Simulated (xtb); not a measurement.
xtb input (GFN2-xTB):

```bash
xtb mol.xyz --gfn 2 --sp --chrg 1 --uhf 0
```
mol.xyz:
```
4

H     -0.00000000    -0.00000000    -1.88531576
B     -0.00000000    -0.00000000    -0.71513832
O      0.00000000     0.00000000     0.49908626
H      0.00000000     0.00000000     1.46831730
```

End of the output:

```
         :::::::::::::::::::::::::::::::::::::::::::::::::::::
         ::                     SUMMARY                     ::
         :::::::::::::::::::::::::::::::::::::::::::::::::::::
         :: total energy              -5.873643173831 Eh    ::
         :: gradient norm              0.058362222640 Eh/a0 ::
         :: HOMO-LUMO gap              7.151227840337 eV    ::
         ::.................................................::
         :: SCC energy                -5.945755057671 Eh    ::
         :: -> isotropic ES            0.152638717601 Eh    ::
         :: -> anisotropic ES         -0.013835962878 Eh    ::
         :: -> anisotropic XC         -0.001831550215 Eh    ::
         :: -> dispersion             -0.000435619927 Eh    ::
         :: repulsion energy           0.072111883840 Eh    ::
         :: add. restraining           0.000000000000 Eh    ::
         :: total charge               1.000000000000 e     ::
         :::::::::::::::::::::::::::::::::::::::::::::::::::::

           -------------------------------------------------
          |                Property Printout                |
           -------------------------------------------------

    * Orbital Energies and Occupations

         #    Occupation            Energy/Eh            Energy/eV
      -------------------------------------------------------------
         1        2.0000           -1.0203043             -27.7639
         2        2.0000           -0.9371829             -25.5020
         3        2.0000           -0.8517914             -23.1784
         4        2.0000           -0.8517914             -23.1784
         5        2.0000           -0.7714530             -20.9923 (HOMO)
         6                         -0.5086502             -13.8411 (LUMO)
         7                         -0.5086502             -13.8411
         8                         -0.2736668              -7.4469
         9                         -0.0031923              -0.0869
        10                          0.8193152              22.2947
      -------------------------------------------------------------
                  HL-Gap            0.2628028 Eh            7.1512 eV
             Fermi-level           -0.6400516 Eh          -17.4167 eV

     #   Z          covCN         q      C6AA      α(0)
     1   1 H        0.939     0.176     1.228     1.732
     2   5 B        1.728     0.440    31.918    11.905
     3   8 O        1.593    -0.076    15.537     5.319
     4   1 H        0.804     0.460     0.388     0.979

 Mol. C6AA /au·bohr⁶  :        124.579634
Note: The following floating-point exceptions are signalling: IEEE_DENORMAL
normal termination of xtb
 Mol. C8AA /au·bohr⁸  :       3430.156632
 Mol. α(0) /au        :         19.935889

Wiberg/Mayer (AO) data.
largest (>0.10) Wiberg bond orders for each atom

 ---------------------------------------------------------------------------
     #   Z sym  total        # sym  WBO       # sym  WBO       # sym  WBO
 ---------------------------------------------------------------------------
     1   1 H    0.969 --     2 B    0.959
     2   5 B    3.083 --     3 O    2.112     1 H    0.959
     3   8 O    2.878 --     2 B    2.112     4 H    0.766
     4   1 H    0.789 --     3 O    0.766
 ---------------------------------------------------------------------------

Topologies differ in total number of bonds
Writing topology from bond orders to xtbtopo.mol

molecular dipole:
                 x           y           z       tot (Debye)
 q only:        0.000       0.000      -0.016
   full:        0.000      -0.000       0.316       0.803
molecular quadrupole (traceless):
                xx          xy          yy          xz          yz          zz
 q only:       -3.255       0.000      -3.255       0.000       0.000       6.510
  q+dip:       -4.199       0.000      -4.199      -0.000       0.000       8.398
   full:       -2.975       0.000      -2.975      -0.000       0.000       5.951

           -------------------------------------------------
          | TOTAL ENERGY               -5.873643173831 Eh   |
          | GRADIENT NORM               0.058362222640 Eh/α |
          | HOMO-LUMO GAP               7.151227840337 eV   |
           -------------------------------------------------

------------------------------------------------------------------------
------------------------------------------------------------------------
 total:
 SCF:
```

It need not be the lowest isomer of its formula.
